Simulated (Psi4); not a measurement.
H$_{4}$O$_{4}$Si, charge +1, doublet, geometry from GFN2-xTB (a state made from the parent by changing its charge; the spin is typed, not shown lowest), atoms displaced at random by about 0.03 Å a coordinate; R2SCAN/STO-3G, gradient (Psi4).

Here is a job for Psi4.
```
memory 2 GB

molecule {
1 2
O     0.80169153    1.21036818   -0.78500168
Si   -0.00155826    0.06695959    0.00097013
O    -1.14740751    0.57130455    1.01546751
O    -0.78155906   -0.91017348   -1.11280656
O     1.03557607   -0.91696770    0.84020463
H     1.11733032    2.02833028   -0.42110144
H    -1.42650990    0.20162472    1.78357197
H    -1.15057192   -0.63218110   -1.91350443
H     1.63577263   -1.63990255    0.57600096
symmetry c1
no_reorient
no_com
}

set {
  basis sto-3g
  reference uks
}

gradient('r2scan')
print_variables()
```

### Question
Write the output that Psi4 gives for this input, abridged.

### Answer

```
gradient() will perform analytic gradient computation.

   => Loading Basis Set <=

    Name: STO-3G
    Role: ORBITAL
    Keyword: BASIS

         ---------------------------------------------------------
                                   SCF
               by Justin Turney, Rob Parrish, Andy Simmonett
                          and Daniel G. A. Smith
                              UKS Reference
         ---------------------------------------------------------

  ==> Geometry <==

    Molecular point group: c1
    Full point group: C1

    Geometry (in Angstrom), charge = 1, multiplicity = 2:

       Center              X                  Y                   Z               Mass
    ------------   -----------------  -----------------  -----------------  -----------------
         O            0.801691530000     1.210368180000    -0.785001680000    15.994914619570
         SI          -0.001558260000     0.066959590000     0.000970130000    27.976926534650
         O           -1.147407510000     0.571304550000     1.015467510000    15.994914619570
         O           -0.781559060000    -0.910173480000    -1.112806560000    15.994914619570
         O            1.035576070000    -0.916967700000     0.840204630000    15.994914619570
         H            1.117330320000     2.028330280000    -0.421101440000     1.007825032230
         H           -1.426509900000     0.201624720000     1.783571970000     1.007825032230
         H           -1.150571920000    -0.632181100000    -1.913504430000     1.007825032230
         H            1.635772630000    -1.639902550000     0.576000960000     1.007825032230

  Running in c1 symmetry.

  Rotational constants: A =      0.13389  B =      0.13114  C =      0.12769 [cm^-1]
  Rotational constants: A =   4013.94039  B =   3931.38885  C =   3828.05421 [MHz]
  Nuclear repulsion =  268.395851125965237

  Charge       = 1
  Multiplicity = 2
  Electrons    = 49
  Nalpha       = 25
  Nbeta        = 24

  ==> Algorithm <==

  SCF Algorithm Type is DF.
  DIIS enabled.
  MOM disabled.
  Fractional occupation disabled.
  Guess Type is SAD.
  Energy threshold   = 1.00e-08
  Density threshold  = 1.00e-08
  Integral threshold = 1.00e-12

  ==> Primary Basis <==

  Basis Set: STO-3G
    Blend: STO-3G
    Number of shells: 21
    Number of basis functions: 33
    Number of Cartesian functions: 33
    Spherical Harmonics?: true
    Max angular momentum: 1

  ==> DFT Potential <==

   => LibXC <=

    Version 7.1.2
    S. Lehtola, C. Steigemann, M. J. T. Oliveira, and M. A. L. Marques,  SoftwareX 7, 1–5 (2018) (10.1016/j.softx.2017.11.002)

   => Composite Functional: R2SCAN <=

    r2SCAN Meta-GGA XC Functional  (0.1021/acs.jpclett.0c02405)
    J. W. Furness, A. D. Kaplan, J. Ning, J. P. Perdew, J. Sun  J. Phys. Chem. Lett.  11, 8208–8215, 2020

    Deriv               =              1
    GGA                 =           TRUE
    Meta                =           TRUE

    Exchange Hybrid     =          FALSE
    MP2 Hybrid          =          FALSE

   => Exchange Functionals <=

    1.0000   XC_MGGA_X_R2SCAN

   => Correlation Functionals <=

    1.0000   XC_MGGA_C_R2SCAN

   => LibXC Density Thresholds  <==

    XC_MGGA_C_R2SCAN:  1.00E-15
    XC_MGGA_X_R2SCAN:  1.00E-11

   => Molecular Quadrature <=

    Radial Scheme          =       TREUTLER
    Pruning Scheme         =           NONE
    Nuclear Scheme         =       TREUTLER

    Blocking Scheme        =         OCTREE
    BS radius alpha        =              1
    Pruning alpha          =              1
    Radial Points          =             75
    Spherical Points       =            302
    Total Points           =         192086
    Total Blocks           =           1485
    Max Points             =            256
    Max Functions          =             31
    Weights Tolerance      =       1.00E-15

   => Loading Basis Set <=

    Name: (STO-3G AUX)
    Role: JKFIT
    Keyword: DF_BASIS_SCF

  ==> Integral Setup <==

[...]
  @DF-UKS Final Energy:  -584.86966734869168
    Total Energy =                       -584.8696673486916779
[...]
         SI          -0.001558260000     0.066959590000     0.000970130000    27.976926534650
         O           -1.147407510000     0.571304550000     1.015467510000    15.994914619570
         O           -0.781559060000    -0.910173480000    -1.112806560000    15.994914619570
         O            1.035576070000    -0.916967700000     0.840204630000    15.994914619570
         H            1.117330320000     2.028330280000    -0.421101440000     1.007825032230
         H           -1.426509900000     0.201624720000     1.783571970000     1.007825032230
         H           -1.150571920000    -0.632181100000    -1.913504430000     1.007825032230
         H            1.635772630000    -1.639902550000     0.576000960000     1.007825032230

  Nuclear repulsion =  268.395851125965237

  ==> Basis Set <==

  Basis Set: STO-3G
    Blend: STO-3G
    Number of shells: 21
    Number of basis functions: 33
    Number of Cartesian functions: 33
    Spherical Harmonics?: true
    Max angular momentum: 1

  ==> DFJKGrad: Density-Fitted SCF Gradients <==

    Gradient:                    1
    J tasked:                  Yes
    K tasked:                   No
    wK tasked:                  No
    Integrals threads:           1
    Schwarz Cutoff:          1E-12
    Fitting Condition:       1E-10

   => Auxiliary Basis Set <=

  Basis Set: (STO-3G AUX)
    Blend: DEF2-UNIVERSAL-JKFIT
    Number of shells: 162
    Number of basis functions: 508
    Number of Cartesian functions: 607
    Spherical Harmonics?: true
    Max angular momentum: 4

  ==> DFT Potential <==

   => LibXC <=

    Version 7.1.2
    S. Lehtola, C. Steigemann, M. J. T. Oliveira, and M. A. L. Marques,  SoftwareX 7, 1–5 (2018) (10.1016/j.softx.2017.11.002)

   => Composite Functional: R2SCAN <=

    r2SCAN Meta-GGA XC Functional  (0.1021/acs.jpclett.0c02405)
    J. W. Furness, A. D. Kaplan, J. Ning, J. P. Perdew, J. Sun  J. Phys. Chem. Lett.  11, 8208–8215, 2020

    Deriv               =              1
    GGA                 =           TRUE
    Meta                =           TRUE

    Exchange Hybrid     =          FALSE
    MP2 Hybrid          =          FALSE

   => Exchange Functionals <=

    1.0000   XC_MGGA_X_R2SCAN

   => Correlation Functionals <=

    1.0000   XC_MGGA_C_R2SCAN

   => LibXC Density Thresholds  <==

    XC_MGGA_C_R2SCAN:  1.00E-15
    XC_MGGA_X_R2SCAN:  1.00E-11

   => Molecular Quadrature <=

    Radial Scheme          =       TREUTLER
    Pruning Scheme         =           NONE
    Nuclear Scheme         =       TREUTLER

    Blocking Scheme        =         OCTREE
    BS radius alpha        =              1
    Pruning alpha          =              1
    Radial Points          =             75
    Spherical Points       =            302
    Total Points           =         192086
    Total Blocks           =           1485
    Max Points             =            256
    Max Functions          =             31
    Weights Tolerance      =       1.00E-15

  -Total Gradient:
     Atom            X                  Y                   Z
    ------   -----------------  -----------------  -----------------
       1        0.009488592451     0.036538520752     0.052156679462
       2       -0.005520329427     0.030675736004     0.008101274506
       3       -0.026815954081    -0.081626248990     0.122543784641
       4       -0.039726040621     0.046929122139    -0.102577922702
       5        0.019618793891    -0.024261549198    -0.036938748495
       6       -0.019213391964    -0.055204941269    -0.034148351210
       7        0.040852988414     0.069650333121    -0.132297289506
       8        0.038730648983    -0.043681937245     0.097760878468
       9       -0.016357014526     0.021684715045     0.025237777855

  Variable Map:
  ----------------------------------------------------------------------------
[...]
  Array Variable Map:
  ----------------------------------------------------------------------------
[...]
[...]
```
